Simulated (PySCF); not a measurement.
# Bonding in `N#C[C@@H]1COC[C@H]1Cl`

Species: C₅H₆ClNO.
SMILES with atom numbers: `[N:1]#[C:2][C@@H:3]1[CH2:4][O:5][CH2:6][C@H:7]1[Cl:8]` (hydrogens: H9 on C3; H10, H11 on C4; H12, H13 on C6; H14 on C7)

Cartesian coordinates in Å at the GFN2-xTB level; atoms count from 1:
```xyz
14
C5H6ClNO angstrom
N     -1.611    2.523    0.806
C     -1.077    1.702    0.217
C     -0.402    0.657   -0.513
C     -1.113   -0.705   -0.312
O     -0.458   -1.310    0.773
C      0.912   -1.045    0.610
C      1.003    0.400    0.077
Cl     2.281    0.557   -1.152
H     -0.356    0.939   -1.567
H     -2.169   -0.607   -0.058
H     -1.006   -1.314   -1.221
H      1.357   -1.733   -0.123
H      1.399   -1.178    1.575
H      1.240    1.114    0.867
```

Bond orders from the PBE0/pcSseg-1 density (PySCF). Geometry: GFN2-xTB, one conformer, isolated molecule.

Problem. How far do the computed orders between heavy atoms stray from the drawn ones?

Solution. The largest departure is 0.089, at C7–C3 (drawn single, 0.911).

Problem. Set the Mayer orders of the bonds between heavy atoms beside their lengths.

Solution. 
| bond | drawn as | length (Å) | Mayer order |
| --- | --- | --- | --- |
| N1–C2 | triple | 1.142 | 3.060 |
| C2–C3 | single | 1.443 | 0.963 |
| C3–C4 | single | 1.549 | 0.976 |
| C4–O5 | single | 1.404 | 0.942 |
| O5–C6 | single | 1.405 | 0.940 |
| C6–C7 | single | 1.542 | 0.958 |
| C7–Cl8 | single | 1.780 | 1.023 |
| C7–C3 | single | 1.545 | 0.911 |

By pair of heavy elements: C–C: lowest C7–C3 (0.911, 1.545 Å), highest C3–C4 (0.976, 1.549 Å); in 1 of the 6 pairs the longer bond (by over 0.003 Å) has the higher order (by 0.02 or more). C–O: all 2 within 0.02 of one another (0.940 to 0.942).

Problem. And the bonds to hydrogen?

Solution. C–H: 0.92 to 0.95 (6 bonds).

Problem. Sum the orders of all bonds at each heavy atom with more than one neighbour and set the sums beside the valence in the SMILES.

Solution. C2 4.023 (drawn 4), C3 3.766 (drawn 4), C4 3.805 (drawn 4), O5 1.882 (drawn 2), C6 3.785 (drawn 4), C7 3.818 (drawn 4). Orders between atoms that aren't bonded are not in these sums.

For a closed shell the Mayer order of atoms A and B is Σ (PS)μν (PS)νμ over the basis functions μ on A and ν on B, with P the density and S the overlap matrix.

These values come from a run that also computed NMR shieldings. On one thread, Arm Neoverse V1 (aarch64), shared host, this took 29 s (grids of density and orbitals included) and 0.78 GiB of memory at its peak.
